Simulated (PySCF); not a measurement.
M06 on Al²⁺ (aluminium, charge +2)

Configuration: [Ne] 3d1, 2D determinant (an excited configuration). Calculation: PySCF 2.14, in aug-cc-pVDZ-DK (5s4p2d, 27 functions); the spin-free X2C one-electron Hamiltonian (Gaussian nucleus).

```json
{"Total energy": "-241.3723 hartree", "One-electron energy": "-325.3485 hartree", "Hartree (Coulomb) energy": "102.0445 hartree", "Exchange-correlation energy": "-18.0683 hartree", "⟨S²⟩": "0.7500", "⟨L²⟩": "6.000", "Sum of ⟨r⟩": "8.673 bohr", "Sum of ⟨r²⟩": "18.59 bohr²", "Traceless quadrupole moment −½Σ⟨3z² − r²⟩ along its main axis": "4.27 e·bohr²", "Langevin diamagnetic susceptibility": "-14.7 ×10⁻⁶ cm³/mol"}
```

| shell | electrons | mean orbital energy (hartree) | spread (hartree) | rms radius, mean of both spins (bohr) |
| --- | --- | --- | --- | --- |
| 1s β | 1 | -57.31732 | 0 | 0.139 |
| 1s α | 1 | -57.31726 | 0 | 0.139 |
| 2s α | 1 | -5.20550 | 0 | 0.676 |
| 2s β | 1 | -5.20488 | 0 | 0.676 |
| 2p α | 3 | -3.70803 | 0.00275 | 0.670 |
| 2p β | 3 | -3.70750 | 0.00375 | 0.670 |
| 3d α | 1 | -0.44895 | 0 | 3.86 |

The outer electron is Rydberg-like, and this basis confines it to a smaller radius and binds it less than a complete one would.

Densities and radii are taken from the X2C orbitals without a picture-change correction, which distorts them close to the nucleus.
